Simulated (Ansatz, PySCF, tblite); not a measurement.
Scan of H₂Mg, singlet: symmetric bend, bond length relaxed. Scanned: H-Mg-H angle. Other coordinates (Mg-H bond length) were minimised at B3LYP/def2-TZVP.

RHF/3-21G = restricted Hartree-Fock/3-21G run with PySCF; GFN2-xTB, 300 K electronic temperature (tblite); RKS-M06-2X/6-31G* = restricted M06-2X/6-31G*, spherical d run with PySCF; FCI/cc-pVQZ = full CI/cc-pVQZ, frozen core run with Ansatz (a program for electronic structure).

Energies relative to the lowest point of each profile, in kcal/mol; the last columns give the difference from FCI:

```json
[
 {"a / °": "180", "RHF/3-21G": "0.0", "GFN2-xTB": "0.0", "RKS-M06-2X/6-31G*": "0.0", "FCI/cc-pVQZ": "0.0", "RHF/3-21G − FCI/cc-pVQZ": "0.0", "GFN2-xTB − FCI/cc-pVQZ": "0.0", "RKS-M06-2X/6-31G* − FCI/cc-pVQZ": "0.0"},
 {"a / °": "171.28", "RHF/3-21G": "0.4", "GFN2-xTB": "0.1", "RKS-M06-2X/6-31G*": "0.3", "FCI/cc-pVQZ": "0.3", "RHF/3-21G − FCI/cc-pVQZ": "0.1", "GFN2-xTB − FCI/cc-pVQZ": "-0.2", "RKS-M06-2X/6-31G* − FCI/cc-pVQZ": "0.0"},
 {"a / °": "160.20", "RHF/3-21G": "1.9", "GFN2-xTB": "0.6", "RKS-M06-2X/6-31G*": "1.4", "FCI/cc-pVQZ": "1.3", "RHF/3-21G − FCI/cc-pVQZ": "0.5", "GFN2-xTB − FCI/cc-pVQZ": "-0.8", "RKS-M06-2X/6-31G* − FCI/cc-pVQZ": "0.0"},
 {"a / °": "147.73", "RHF/3-21G": "4.8", "GFN2-xTB": "1.6", "RKS-M06-2X/6-31G*": "3.6", "FCI/cc-pVQZ": "3.6", "RHF/3-21G − FCI/cc-pVQZ": "1.2", "GFN2-xTB − FCI/cc-pVQZ": "-2.0", "RKS-M06-2X/6-31G* − FCI/cc-pVQZ": "0.1"},
 {"a / °": "139.61", "RHF/3-21G": "7.5", "GFN2-xTB": "2.6", "RKS-M06-2X/6-31G*": "5.8", "FCI/cc-pVQZ": "5.7", "RHF/3-21G − FCI/cc-pVQZ": "1.8", "GFN2-xTB − FCI/cc-pVQZ": "-3.1", "RKS-M06-2X/6-31G* − FCI/cc-pVQZ": "0.1"},
 {"a / °": "132.34", "RHF/3-21G": "10.4", "GFN2-xTB": "3.9", "RKS-M06-2X/6-31G*": "8.2", "FCI/cc-pVQZ": "8.1", "RHF/3-21G − FCI/cc-pVQZ": "2.3", "GFN2-xTB − FCI/cc-pVQZ": "-4.2", "RKS-M06-2X/6-31G* − FCI/cc-pVQZ": "0.2"},
 {"a / °": "117.84", "RHF/3-21G": "17.6", "GFN2-xTB": "7.6", "RKS-M06-2X/6-31G*": "14.6", "FCI/cc-pVQZ": "14.2", "RHF/3-21G − FCI/cc-pVQZ": "3.4", "GFN2-xTB − FCI/cc-pVQZ": "-6.5", "RKS-M06-2X/6-31G* − FCI/cc-pVQZ": "0.4"},
 {"a / °": "112.05", "RHF/3-21G": "21.1", "GFN2-xTB": "9.7", "RKS-M06-2X/6-31G*": "17.8", "FCI/cc-pVQZ": "17.3", "RHF/3-21G − FCI/cc-pVQZ": "3.9", "GFN2-xTB − FCI/cc-pVQZ": "-7.5", "RKS-M06-2X/6-31G* − FCI/cc-pVQZ": "0.5"},
 {"a / °": "101.47", "RHF/3-21G": "28.7", "GFN2-xTB": "14.8", "RKS-M06-2X/6-31G*": "24.8", "FCI/cc-pVQZ": "23.9", "RHF/3-21G − FCI/cc-pVQZ": "4.8", "GFN2-xTB − FCI/cc-pVQZ": "-9.1", "RKS-M06-2X/6-31G* − FCI/cc-pVQZ": "0.9"},
 {"a / °": "92.21", "RHF/3-21G": "36.9", "GFN2-xTB": "20.9", "RKS-M06-2X/6-31G*": "32.3", "FCI/cc-pVQZ": "31.1", "RHF/3-21G − FCI/cc-pVQZ": "5.8", "GFN2-xTB − FCI/cc-pVQZ": "-10.2", "RKS-M06-2X/6-31G* − FCI/cc-pVQZ": "1.3"},
 {"a / °": "77.68", "RHF/3-21G": "53.4", "GFN2-xTB": "35.6", "RKS-M06-2X/6-31G*": "47.6", "FCI/cc-pVQZ": "45.4", "RHF/3-21G − FCI/cc-pVQZ": "7.9", "GFN2-xTB − FCI/cc-pVQZ": "-9.9", "RKS-M06-2X/6-31G* − FCI/cc-pVQZ": "2.1"},
 {"a / °": "69.63", "RHF/3-21G": "64.9", "GFN2-xTB": "48.0", "RKS-M06-2X/6-31G*": "58.3", "FCI/cc-pVQZ": "55.4", "RHF/3-21G − FCI/cc-pVQZ": "9.5", "GFN2-xTB − FCI/cc-pVQZ": "-7.5", "RKS-M06-2X/6-31G* − FCI/cc-pVQZ": "2.9"},
 {"a / °": "60", "RHF/3-21G": "81.6", "GFN2-xTB": "69.8", "RKS-M06-2X/6-31G*": "73.7", "FCI/cc-pVQZ": "69.6", "RHF/3-21G − FCI/cc-pVQZ": "12.0", "GFN2-xTB − FCI/cc-pVQZ": "0.2", "RKS-M06-2X/6-31G* − FCI/cc-pVQZ": "4.1"}
]
```

RHF/3-21G is furthest from FCI/cc-pVQZ at 60 (12.0 kcal/mol, above); its mean absolute difference over the points is 4.1 kcal/mol.

GFN2-xTB is furthest from FCI/cc-pVQZ at 92.21 (-10.2 kcal/mol, below); its mean absolute difference over the points is 4.7 kcal/mol.

RKS-M06-2X/6-31G* is furthest from FCI/cc-pVQZ at 60 (4.1 kcal/mol, above); its mean absolute difference over the points is 1.0 kcal/mol.
